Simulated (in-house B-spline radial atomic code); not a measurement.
Atomic self-consistent-field run: Yb IV (Yb3+) (an excited or competing configuration). Method: Dirac-Hartree-Fock, average of configuration, Fermi nucleus of rms radius 5.3108 fm. Calculated with an all-electron radial atomic-structure program (B-spline basis).

Command:
```bash
python run_scf.py task.json out
```
Settings (nuclear radius in fm, mass in u):
```
Z                70
configuration    [Xe] 4f12 7p1
hamiltonian      dirac
method           hf
spin_polarised   False
nucleus          fermi
rms_radius       5.3108
atomic_mass      173.93887
speed_of_light   137.035999084
```

Output (hartree, bohr):
```
 radial grid: 81 intervals, B-splines of order 8, outer radius 60 bohr

 iter        energy (Eh)    residual
    1      -14062.889820    6.17e-01
    2      -14063.441512    2.66e-01
    3      -14065.197252    2.28e-02
    4      -14065.201537    1.01e-02
    5      -14065.202289    8.06e-04
    6      -14065.202306    8.41e-04
    7      -14065.202321    1.11e-04
    8      -14065.202322    3.90e-05
    9      -14065.202322    3.89e-06
   10      -14065.202322    3.18e-07

 total energy                    -14065.20232
 kinetic                           15619.2322
 electron-nucleus                 -34814.1065
 electron-electron                  5129.6719

 first-order corrections (not in the total)
   Gaunt                            15.8295
   retardation                      -1.6732
   frequency dependence             -0.2508
   self-energy                      11.3358
   Uehling                          -2.0023
   Wichmann-Kroll                    0.0730
   recoil                            0.0279

 orbital      occ     eigenvalue          <r>       <r^2>       <1/r>     <1/r^3>       <r^4>       r_max    small
 1s1/2      2.000     -2269.5071    0.0196597  0.00052987     80.6114           - 7.56351e-07     0.01237  6.90e-02
 2s1/2      2.000      -390.8147     0.082691  0.00814276     19.4798           - 0.000115592     0.07071  1.55e-02
 2p1/2      2.000      -371.9707    0.0688079  0.00587496     19.4074           - 7.08697e-05     0.05303  1.55e-02
 2p3/2      4.000      -333.4089    0.0762666  0.00708226     16.6791     13437.3 9.86002e-05     0.05942  1.42e-02
 3s1/2      2.000       -91.6965     0.215686   0.0533223     7.15481           -  0.00430601      0.1993  5.06e-03
 3p1/2      2.000       -83.4055      0.20585   0.0493521     7.05683           -  0.00386555      0.1874  4.98e-03
 3p3/2      4.000       -75.0815     0.219669   0.0560039     6.36128     3001.88  0.00493911      0.2005  4.61e-03
 3d3/2      4.000       -61.1659     0.193503   0.0440153      6.2307     507.888  0.00345187      0.1582  4.47e-03
 3d5/2      6.000       -59.3678     0.197793   0.0458575     6.06225     440.771  0.00372026      0.1619  4.36e-03
 4s1/2      2.000       -20.6334     0.487351    0.268113     2.97302           -    0.104397      0.4554  1.61e-03
 4p1/2      2.000       -17.2254     0.495722    0.279677     2.86115           -    0.116873      0.4574  1.52e-03
 4p3/2      4.000       -15.3130     0.525786    0.314436     2.63358     676.441    0.147766      0.4845  1.39e-03
 4d3/2      4.000        -9.6797     0.551341    0.352629     2.40835     98.4026    0.202355      0.4862  1.20e-03
 4d5/2      6.000        -9.3228     0.562358    0.366686     2.34986     83.8576    0.218795      0.4953  1.17e-03
 5s1/2      2.000        -4.0743      1.18111     1.56376     1.12307           -     3.57414       1.062  3.30e-04
 5p1/2      2.000        -2.9808      1.29358     1.88611     1.01473           -     5.33117       1.143  2.77e-04
 5p3/2      4.000        -2.7014      1.37958     2.14309    0.938603     91.4989     6.86591       1.219  2.45e-04
 4f5/2      5.143        -2.4411     0.677512    0.576166     1.87378     14.1289    0.774544      0.4775  7.85e-04
 4f7/2      6.857        -2.3829     0.687348     0.59375     1.84857     13.5271    0.826221      0.4829  7.69e-04
 7p1/2      0.333        -0.4842      6.06926     41.0088    0.214148           -     2264.17       6.115  2.13e-05
 7p3/2      0.667        -0.4694      6.26905     43.7271    0.206599     5.01911     2567.29       6.335  2.02e-05
```

Run time, properties included: 1.7 s on 1 thread of Arm Neoverse V1, on a shared host.

For the Dirac Hamiltonian the kinetic term is c α·p + (β - 1)c².
